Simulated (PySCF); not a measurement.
## [Hg(H2O)3]2+: from a saddle point downhill

PySCF 2.14.0, RKS PBE0, Hg def2-SVP with ECP60, O def2-SVP, H def2-SVP; non-relativistic Hamiltonian with scalar-relativistic core potentials where named; density fitting; no spin-orbit coupling. Relaxed within the symmetry of its start, the geometry (D3h) is

```xyz
10

Hg    0.0000    0.0000    0.0000
O     2.1924    0.0000    0.0000
H     2.7616    0.0000    0.7905
H     2.7616    0.0000   -0.7905
O    -1.0962    1.8987    0.0000
H    -1.3808    2.3916    0.7905
H    -1.3808    2.3916   -0.7905
O    -1.0962   -1.8987    0.0000
H    -1.3808   -2.3916    0.7905
H    -1.3808   -2.3916   -0.7905
```

and its lowest harmonic modes are -150, -98, -98, -26, -26, 28 cm⁻¹ (negative: unstable). It was moved along the lowest mode and relaxed again, within the group D3 that the move left.

(1) Where does it end, and how much lower?

(2) How do the contacts change?

(3) Is the end a minimum?

State: singlet.

Answers

(1) In D3, 0.054 eV lower, after 16 steps:
```xyz
10

Hg    0.0000    0.0000    0.0000
O     2.1838    0.0000    0.0000
H     2.7530   -0.6181    0.4928
H     2.7530    0.6181   -0.4928
O    -1.0919    1.8913    0.0000
H    -0.8412    2.6932    0.4928
H    -1.9118    2.0751   -0.4928
O    -1.0919   -1.8913    0.0000
H    -1.9118   -2.0751    0.4928
H    -0.8412   -2.6932   -0.4928
```

(2) 
```
     contact  saddle (Å)  end (Å)
Hg1–O2 (H2O)       2.192    2.184
Hg1–O5 (H2O)       2.192    2.184
Hg1–O8 (H2O)       2.192    2.184
```


(3) Probably not: 2 of the modes stay unstable (below −25 cm⁻¹), though so soft as to be near the noise; lowest modes -49, -49, 56, 56, 74, 137 cm⁻¹.
